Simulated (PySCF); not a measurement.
Compound: AsP3SSO nortricyclane, AsOP₃S₂.
Bonds: As1–S2, As1–S5, As1–O7, S2–P3, P3–P4, P3–P6, P4–S5, P4–P6, P6–O7.

Method: PBE0-D3(BJ)/def2-SVP geometry optimisation, gas phase (PySCF 2.14.0).

Q: Give the optimised bond lengths and angles.

A: 
```
          bond  length (Å)
As1–S2, As1–S5       2.255
        As1–O7       1.810
  S2–P3, P4–S5       2.099
         P3–P4       2.257
  P3–P6, P4–P6       2.274
         P6–O7       1.653
```

Bonds in one row agree within 0.01 Å and their mean is given. A selection of angles:
```
    angle  degrees
S2–As1–S5     96.3
S2–As1–O7     93.5
As1–S2–P3    100.2
 S2–P3–P4    105.2
 S2–P3–P6     99.2
 P4–P3–P6     60.3
 P3–P6–P4     59.5
 P3–P6–O7    101.5
As1–O7–P6    124.0
```

Torsions: S5–As1–S2–P3 -53° (synclinal); S2–As1–S5–P4 53° (synclinal); S2–As1–O7–P6 -48° (synclinal); As1–S2–P3–P4 34° (synclinal); S2–P3–P4–S5 0° (synperiplanar); S2–P3–P6–P4 102° (anticlinal); P3–P4–S5–As1 -34° (synclinal); P3–P6–O7–As1 30°.

As1 (arsenic bonded to O and 2 S) is pyramidal (angles 96.3°, 93.6° and 93.5°, sum 283.4°, 1.10 Å off the plane of its three neighbours). P6 (phosphorus bonded to O and 2 P) is pyramidal (angles 101.5°, 101.4° and 59.5°, sum 262.4°, 1.11 Å off the plane of its three neighbours). P3 (phosphorus bonded to 2 P and S) is pyramidal (angles 105.2°, 99.2° and 60.3°, sum 264.7°, 1.24 Å off the plane of its three neighbours).

Point group: Cs (every atom within 0.08 Å of its image). No frequency check. The numbers are those of one conformer.

The run took 2.4 min wall on an Arm Neoverse V1 with one thread, no GPU, on a shared host, and the process peaked at 0.59 GiB of memory. These figures are those of the optimisation.
